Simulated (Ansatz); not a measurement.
Start from `CSBO[SiH3]` and change one atom or group to get `OCBO[SiH3]`.

Ansatz, PBE0-D4/def2-TZVP geometries, multiplicity 1. Each molecule was computed in one conformer, which needn't be the lowest.

```
                                      property  `CSBO[SiH3]`
             HOMO energy (PBE/def2-TZVPP) / eV         -6.18
           LUMO energy (B3LYP/def2-TZVPP) / eV         -0.40
size of the dipole moment (PBE/def2-TZVPP) / D          0.98
         HOMO–LUMO gap (B3LYP/def2-TZVPP) / eV          6.71
           HOMO–LUMO gap (PBE/def2-TZVPP) / eV          5.03
            LUMO energy (PBE0/def2-TZVPP) / eV         -0.20
```

Task: What does the change do to each property? (Estimate.)

Result: Computed: 
```csv
property,`OCBO[SiH3]`,shift
HOMO energy (PBE/def2-TZVPP) / eV,-6.14,0.04
LUMO energy (B3LYP/def2-TZVPP) / eV,-0.47,-0.07
size of the dipole moment (PBE/def2-TZVPP) / D,1.41,0.43
HOMO–LUMO gap (B3LYP/def2-TZVPP) / eV,7.12,0.41
HOMO–LUMO gap (PBE/def2-TZVPP) / eV,4.90,-0.13
LUMO energy (PBE0/def2-TZVPP) / eV,-0.21,-0.01
```

Dipoles are sizes alone; their direction can turn.

B3LYP here is the variant with VWN-RPA as its local correlation; programs differ in this.
